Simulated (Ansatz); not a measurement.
A single point on `FB1C[SiH]1Br`.

```yaml
crystal:
  periodic: [false, false, false]
  atoms:
    - {symbol: F, position_ang: [-1.060373, -0.958596, 1.991118]}
    - {symbol: B, position_ang: [-0.368545, -0.705177, 0.907495]}
    - {symbol: C, position_ang: [0.780577, 0.219340, 0.551223]}
    - {symbol: Si, position_ang: [-0.425621, -0.143444, -0.938917]}
    - {symbol: Br, position_ang: [-1.899261, 1.353611, -1.640234]}
    - {symbol: H, position_ang: [1.098279, 1.092189, 1.118319]}
    - {symbol: H, position_ang: [1.630270, -0.268401, 0.057159]}
    - {symbol: H, position_ang: [0.336774, -0.646723, -2.101962]}
basis:
  gaussian: {orbitals: def2-TZVPP}
hamiltonian: {xc: pbe}
correlation: {method: rpa, frozen_orbitals: {B: 1, Br: 14, C: 1, F: 1, H: 0, Si: 5}}
```

```sh
$ ansatz run in.yaml --threads 4 --pin off --events-out ev --progress --plain
```

Output, abridged:

```
Functional definition: PBE
1391 factors; integrals over basis functions are off by at most 9.1e-4 eV
mean field evaluation 1: about -82374.3131 eV, gradient 7.3e1 eV
mean field evaluation 2: about -82374.3062 eV, gradient 7.3e1 eV
mean field evaluation 4: about -82383.8574 eV, gradient 2.7e1 eV
mean field evaluation 8: about -82386.6197 eV, gradient 7.8e-1 eV
mean field evaluation 16: about -82386.6199 eV, gradient 1.8e-3 eV
mean field -82386.61990305 eV, -3027.6524377803 hartree, gradient 1.4e-6 eV, S^2 0.000000; 0 other end points of the search recorded, 0 dependent functions left out
22 core orbitals not correlated: weight in the atoms' cores, before any rotation towards them, 1.000 or more for the frozen orbitals, at most 0.000 for the correlated occupied ones
reference -82318.24004252 eV, -3025.1395242555 hartree; 14, 14 occupied and 189, 189 virtual orbitals, 1391 factors
Total energy: -82353.22605365 eV, -3026.4252364500 hartree
```

Run time 5.5 s (4 threads of a server CPU on a shared host); peak host memory 0.49 GiB.
